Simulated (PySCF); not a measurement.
Si(H)(Cl)(vinyl)(NH2) (C₂H₆ClNSi), SMILES C=C[SiH](N)Cl.

The structure is a stationary point at PBE0-D3(BJ)/def2-SVP. Other conformers were not sampled.

The numbers are results of ωB97X/def2-TZVP run with PySCF, not measurements.

The molecule is in vacuum.

### Question
Estimate the frontier levels, gap, dipole moment and polarisability. (The exact figures need the calculation; the answer reports its results.)

### Answer

* **highest occupied level**: -10.33 eV
* **lowest empty level**: 1.42 eV
* **orbital gap**: 11.75 eV
* **dipole moment**: 1.84 D
* **quadrupole, principal values (traceless, Buckingham form, about the centre of nuclear charge)**: -6.42, -1.30, 7.71 D·Å
* **mean static polarisability**: 66.2 bohr³ (9.81 Å³)
* **polarisability, principal values**: 51.9, 67.8, 78.8 bohr³
